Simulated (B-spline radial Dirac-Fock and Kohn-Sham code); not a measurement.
# Satellites and hypersatellites of the K lines of Tl²⁹⁺

System: Tl²⁹⁺, [Kr] 4d10 4f6.

Calculated with an atomic code on a B-spline grid, using Dirac-Fock energy differences between relaxed states, corrected for Breit and QED terms. Each two-hole energy is an average over J within one jj subconfiguration, not an observable level; in light atoms, where LS coupling holds, the j-resolved values are not observed lines, and for a K spectator the Kα1 hypersatellite is nearly forbidden. Electron correlation is not included.

Lines without a spectator: Kα2 (K-L2) 70827.9 eV, Kα1 (K-L3) 72869.7 eV, Kβ3 (K-M2) 82114.6 eV, Kβ1 (K-M3) 82576.5 eV. Shifts in eV with one spectator hole (a dash: not computed, or left out as unreliable):

```
spectator hole      Kα2      Kα1      Kβ3      Kβ1
        K (1s)  +1129.5  +1234.2  +1469.2  +1494.4
    L2 (2p1/2)   +149.7   +207.1        –   +381.5
    L3 (2p3/2)   +102.4   +116.5   +269.3        –
    M2 (3p1/2)        –    +34.3    +64.2    +76.4
    M3 (3p3/2)   +16.64        –    +51.3    +53.0
    M4 (3d3/2)    +5.50    +2.28        –        –
    M5 (3d5/2)    -0.43    +4.32        –        –
```
